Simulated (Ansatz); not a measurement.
Reaction (β-hydride elimination): `C[NH][GeH]([Cl])[Cl]` → `[Cl][GeH2][Cl]` + `C=N`

Isolated molecules relaxed with PBE0-D4/def2-TZVP in Ansatz; ΔE leaves out vibrations. CCSD(T)/CBS adds triple-zeta CCSD(T) − MP2 to the extrapolated MP2 energy (def2 sets, frozen cores). This one scheme is used for every species. Functionals use def2-TZVPP. For Ge outer-core shells are correlated without core-valence functions, which leaves a few kJ/mol of doubt a bond. Scalar relativity is left out up to krypton. Each species was taken in one conformer, which may not be the lowest.

```csv
level,ΔE (kcal/mol),difference from CCSD(T)/CBS
BLYP-D4,30.9,-4.7
r2SCANh-D4,37.7,2.1
PBE,33.0,-2.6
BHLYP,33.3,-2.3
LC-ωPBE,37.7,2.1
HF/def2-SVP,30.9,-4.7
CCSD/def2-SVP,33.0,-2.6
HF/def2-TZVPP,28.7,-6.9
MP2/def2-TZVPP,38.3,2.7
MP2/def2-QZVPP,38.8,3.2
CCSD(T)/CBS,35.6,0
```

Largest T1 diagnostic among the species: 0.012.

At CCSD(T), def2-SVP lies −2.8 kcal/mol from the extrapolated value and def2-TZVPP −1.1 kcal/mol. The D4 term adds +4.1 kcal/mol with B3LYP and +2.3 kcal/mol with PBE0; it sums over pairs of atoms, weighted by their polarisabilities, and B3LYP, whose exchange is more repulsive, gets the larger term. Leaving LDA and LC-ωPBE aside and taking each functional with its dispersion term where it has one, the values, not all of them listed here, spread over 8.3 kcal/mol, from BLYP-D4 to PBE-QIDH. LDA lies +11.6 kcal/mol from PBE without D4.

B3LYP here is the variant with VWN-RPA as its local correlation; programs differ in this.
